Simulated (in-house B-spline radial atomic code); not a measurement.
## RPA and G0W0 on Hartree-Fock: the arsenic ion As²⁹⁺

Configuration [He] 2s2, mean-field start Hartree-Fock. Computed with an all-electron radial atomic-structure program (B-spline basis): all electrons, non-relativistic, point nucleus, each spin shell either full or empty, empty states to l = 9 with an (l + 1/2)⁻⁴ tail; G0W0 by contour deformation at full frequency.

Command:
```bash
python run_gw.py task.json out
```
Settings (radii: box in bohr, nucleus in fm):
```
Z                        33
electrons                4
configuration            [He] 2s2
hamiltonian              nr
method                   hf
lmax                     9
spin_polarised           False
box_radius               3.12
intervals                45
ion_configuration        [He] 2s1
```

Run time, properties included: 1.4 s on 1 thread of Arm Neoverse N1, with other jobs on the host.

Energies (hartree):

| term | value |
| --- | --- |
| mean-field total | -1310.21668 |
| Hartree-Fock functional on these orbitals | -1310.21668 |
| direct second order | -0.54002 |
| second-order exchange | 0.26609 |
| SOSEX correction | 0.22242 |

Question: What is the RPA correlation energy, and what remains with SOSEX?

Answer: RPA gives -0.45202 hartree (-3.07 eV per electron); RPA + SOSEX gives -0.22959, and the second-order doubles (MP2) -0.27393 hartree. SOSEX takes back 49 % of the RPA value.

Quasi-particle levels (eV):

```
level  occupied  mean field  Σx - vxc     Σc  QP weight       G0W0
   2s       yes    -3224.52      0.00      ?          ?          ?
   1s       yes   -13918.62      0.00   4.26      0.998  -13914.36
   2p        no    -3042.69      0.00  -0.15      0.993   -3042.84
```

G0W0 = mean field + (Σx - vxc) + Σc, with Σc (partial-wave tail included) taken at the quasi-particle energy.

Question: Where does G0W0 put 2s?

Answer: At -3232.55 eV, with Σc = -8.03 eV and a quasi-particle weight of 0.982. The tabulated removal energy is 3287 ± 3 eV (NIST, semi-empirical); the calculation leaves out relativity, Breit and QED terms, and what these don't explain is the method's own error.

Question: What does it cost to remove one electron (to [He] 2s1) by differences of total energies, each species on its own start (correlation terms add to the Hartree-Fock functional)?

Answer: Hartree-Fock functional 3224.23 eV, + RPA 3231.10 eV, + RPA + SOSEX 3229.07 eV, + second order 3230.26 eV. Tabulated: 3287 ± 3 eV (NIST, semi-empirical); the calculation leaves out relativity, Breit and QED terms, and what these don't explain is the method's own error.
